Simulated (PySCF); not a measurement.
**Two-component Hartree-Fock for Fe³⁺ (iron, charge +3)**

Start: [Ar] 3d4 4p1; 3d5/2 filled at m_j = -1/2, +1/2, +3/2, +5/2; 4p3/2 filled at m_j = +3/2. Calculated with PySCF 2.14 in x2c-TZVPall-2c with one added diffuse shell each of s, p, d type (7s8p5d1f, 63 functions): generalised Hartree-Fock with the X2C-1e Hamiltonian and a Gaussian nucleus; one run each with spin-orbit coupling (SO) switched off, then screened by Boettger's factors. This is a chosen level, not necessarily the ground level.

```json
{"spinor shell": "1s1/2", "electrons": "2", "ε, spin-free (eV)": "-7224.0", "ε, screened SO (eV)": "-7224.0", "weight of nominal j (screened SO)": "1.000", "rms radius, screened SO (bohr)": "0.0675"}
{"spinor shell": "2s1/2", "electrons": "2", "ε, spin-free (eV)": "-932.99", "ε, screened SO (eV)": "-933.01", "weight of nominal j (screened SO)": "1.000", "rms radius, screened SO (bohr)": "0.288"}
{"spinor shell": "2p1/2", "electrons": "2", "ε, spin-free (eV)": "-798.61", "ε, screened SO (eV)": "-807.19", "weight of nominal j (screened SO)": "0.982", "rms radius, screened SO (bohr)": "0.258"}
{"spinor shell": "2p3/2", "electrons": "4", "ε, spin-free (eV)": "-798.61", "ε, screened SO (eV)": "-794.46", "weight of nominal j (screened SO)": "0.991", "rms radius, screened SO (bohr)": "0.261"}
{"spinor shell": "3s1/2", "electrons": "2", "ε, spin-free (eV)": "-162.60", "ε, screened SO (eV)": "-162.62", "weight of nominal j (screened SO)": "1.000", "rms radius, screened SO (bohr)": "0.853"}
{"spinor shell": "3p3/2", "electrons": "4", "ε, spin-free (eV)": "-121.14", "ε, screened SO (eV)": "-121.53", "weight of nominal j (screened SO)": "0.832", "rms radius, screened SO (bohr)": "0.902"}
{"spinor shell": "3p1/2", "electrons": "2", "ε, spin-free (eV)": "-121.14", "ε, screened SO (eV)": "-120.48", "weight of nominal j (screened SO)": "0.663", "rms radius, screened SO (bohr)": "0.898"}
{"spinor shell": "3d5/2", "electrons": "4", "ε, spin-free (eV)": "-65.529", "ε, screened SO (eV)": "-65.534", "weight of nominal j (screened SO)": "0.688", "rms radius, screened SO (bohr)": "1.02"}
{"spinor shell": "4p3/2", "electrons": "1", "ε, spin-free (eV)": "-30.849", "ε, screened SO (eV)": "-30.788", "weight of nominal j (screened SO)": "1.000", "rms radius, screened SO (bohr)": "2.68"}
```

```json
{"quantity": "E (hartree)", "spin-free": "-1268.64515", "screened SO": "-1268.66034"}
{"quantity": "M_J", "spin-free": "11/2", "screened SO": "11/2"}
{"quantity": "⟨J²⟩", "spin-free": "35.754", "screened SO": "35.754"}
{"quantity": "⟨L²⟩", "spin-free": "12.003", "screened SO": "12.011"}
{"quantity": "⟨S²⟩", "spin-free": "8.751", "screened SO": "8.747"}
```

Each row is a mean over spinors that exchange with the open shell spreads, by up to 16.254 eV (3p3/2).

Rows whose weight is well below 1 are mixtures of j = l ± 1/2: exchange outweighs spin-orbit coupling there, and the label is only the starting occupation.

Without spin-orbit coupling the j labels of p, d and f shells carry no meaning; the spin-free column gives the mean over the occupied spinors of each nl shell.
